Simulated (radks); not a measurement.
Results of a calculation; reference values are marked as such.
The mean radii <r> (bohr) of the occupied orbitals of an atom or ion are listed with their occupations. Level of theory: non-relativistic Kohn-Sham, r2SCAN, spin-unpolarised, spherical densities, point nucleus; meta-GGA in the generalised Kohn-Sham scheme (a radial shooting solver on a logarithmic mesh with Libxc functionals).

| orbital | occ. | <r> |
|---|---|---|
| 1s | 2 | 0.1994 |
| 2s | 2 | 1.140 |
| 2p | 4 | 1.259 |

Name the element and its charge.

Answer. Z = 8, oxygen, charge 0: O in [He] 2s2 2p4. The 1s radius gives Z: for a bare nucleus <r> = 1.5/Z, 0.1875 bohr for Z = 8, and screening makes it slightly larger (0.1994 here). The occupations add up to 8, and the charge is Z minus that.
